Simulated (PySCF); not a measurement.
Compound: C5H11OP.
SMILES with atom numbers: `[CH3:1][C@@H:2]1[CH2:3][CH2:4][P@H:5](=[O:6])[CH2:7]1`

Cartesian coordinates in Å at the GFN2-xTB level; atoms count from 1:
```xyz
18
C5H11OP angstrom
C      2.1508   -0.0517    0.4268
C      0.6513   -0.3123    0.3692
C      0.1485   -0.5225   -1.0628
C     -1.3740   -0.6423   -1.0031
P     -1.8585    0.5889    0.2803
O     -2.5943    1.7721   -0.1702
C     -0.1621    0.8560    0.9247
H      2.7001   -0.8993    0.0230
H      2.4046    0.8314   -0.1556
H      2.4722    0.1087    1.4534
H      0.4219   -1.2115    0.9517
H      0.4225    0.3505   -1.6603
H      0.6020   -1.4042   -1.5183
H     -1.6761   -1.6480   -0.7083
H     -1.8505   -0.3956   -1.9520
H     -2.5244   -0.1425    1.2666
H      0.1862    1.8073    0.5112
H     -0.1289    0.9213    2.0120
```

NICS = −σ at a ghost point: NICS(0) at the centroid of the ring atoms, NICS(1) 1 Å to either side along the normal of their mean plane, zz for the tensor component along that normal. Level: GIAO PBE0/pcSseg-1 (PySCF, non-relativistic, gas phase) on the GFN2-xTB geometry, one conformer.

Ring bond lengths (Å), with Mayer bond orders in brackets: C2–C3 1.532 (0.98), C3–C4 1.528 (1.03), C4–P5 1.843 (0.89), P5–C7 1.834 (0.91), C7–C2 1.528 (0.99).

Question: What do the NICS probes read (ppm)?

Answer: 
```csv
ring,type,NICS(0),"NICS(1), two faces","NICS(1)zz, two faces",rms pucker (Å),"centre to ring atoms, mean (Å)"
C2–C3–C4–P5–C7,5-membered ring with P; formal bonds all single,-5.0,-5.2 / -3.4,-3.9 / -0.4,0.20,1.37
```

Question: What can be read from them?

Answer: 
- C2–C3–C4–P5–C7: mean NICS(1)zz -2.1 ppm, near zero. C2, C3, C4, P5, C7 have four or more neighbours, and the NICS criterion for π rings isn't applied. The two faces differ by 3.5 ppm, so no symmetry operation interchanges them.

Question: What is the mean of the two in-plane components of NICS at the first NICS(1) probe listed for ring C2–C3–C4–P5–C7, 1 Å off the ring?

Answer: The isotropic value is a third of the trace: (3 × -5.2 − (-3.9))/2 = -5.9 ppm.
